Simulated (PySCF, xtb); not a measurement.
CClF₂, SMILES F[C](Cl)F, multiplicity 2.

The structure is a stationary point at B3LYP-D3(BJ)/def2-TZVP. The isomer is the one that the SMILES or the coordinates give; other isomers of the formula were not compared.

Method: IEF-PCM-ωB97X/def2-SVP (PySCF 2.14.0).

The values are the electrostatic part of the solvation free energy, E(continuum) − E(gas) at the gas-phase geometry, in a cavity of scaled van der Waals radii (PySCF's table); cavitation and dispersion terms are not included. The dipole moment in vacuum is 0.32 D.

Computed values in water (ε = 78.36), 2-propanol (ε = 19.26), ethylethanoate (ε = 5.99):
| solvent | ε | ΔG(elec) (kcal/mol) | dipole (D) |
|---|---|---|---|
| water | 78.36 | -0.5 | 0.35 |
| 2-propanol | 19.26 | -0.5 | 0.35 |
| ethylethanoate | 5.99 | -0.4 | 0.34 |

For comparison, GFN2-xTB/ALPB(water) (xtb, at the GFN2-xTB geometry, all terms of that model) gives 1.0 kcal/mol.
